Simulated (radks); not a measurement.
Values are calculated unless marked as measured or tabulated.
Question: Valence configurations of Re (all share [Xe]). Code: a radial shooting solver on a logarithmic mesh with Libxc functionals. Model: scalar-relativistic Kohn-Sham, r2SCAN, spin-polarised, spherical densities, finite nucleus; open shells are filled with parallel spins first (spin-orbit coupling, left out, can overturn this in heavy ions); meta-GGA in the generalised Kohn-Sham scheme; Fermi nuclear charge, rms radius 5.3698 fm. Order these by energy: 4f12 5d5 6s2 6p2; 4f13.5 5d4 6s2 6p1.5; 4f13 5d5 6s2 6p1; 4f14 5d5 6s2; 4f14 5d5 6s1 6p1; 4f12 5d5 6s1 6p3; 4f14 5d6 6s1; 4f14 5d4 6s2 6p1; 4f13 5d6 6s2; 4f13.5 5d5 6s2 6p0.5.

Answer: From the lowest, in eV above it: 4f14 5d5 6s2 0.000; 4f14 5d6 6s1 1.849; 4f14 5d5 6s1 6p1 2.400; 4f14 5d4 6s2 6p1 6.336; 4f13.5 5d5 6s2 6p0.5 21.838; 4f13.5 5d4 6s2 6p1.5 29.801; 4f13 5d6 6s2 43.013; 4f13 5d5 6s2 6p1 46.663; 4f12 5d5 6s2 6p2 105.75; 4f12 5d5 6s1 6p3 108.42. NIST lists [Xe] 4f14 5d5 6s2 as the ground configuration; this level of theory agrees among the configurations tried. The energies are those of spherical high-spin densities, not of single terms.
